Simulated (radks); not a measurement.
The numbers below are computed, except where a source is named.
Question: Spherical quantum dot in the effective-mass picture: electrons in a hard-walled sphere of radius 1.74, all in effective atomic units (hartree* = m*/eps^2 hartree, bohr* = eps/m* bohr), one dielectric constant everywhere. Level of theory: non-relativistic Kohn-Sham, LDA (Slater exchange, Perdew-Wang correlation), spin-polarised, spherical densities (a radial shooting solver with Libxc functionals). Levels are named by radial order and angular momentum (1s, 1p, 1d, 2s, ...), and open shells are averaged over m. Results are scaled to m* = 0.059 and eps = 15.4, for which hartree* = 6.77 meV and bohr* = 13.81 nm. At N = 25 the configuration is 1s2 1p6 1d10 1f(up 7, down 0). Does electron 26 go into 2s up or 1f down or 2s down?

Answer: Into 2s up. The total energies of the other choices lie higher by 0.107 meV (1f down), 0.541 meV (2s down).
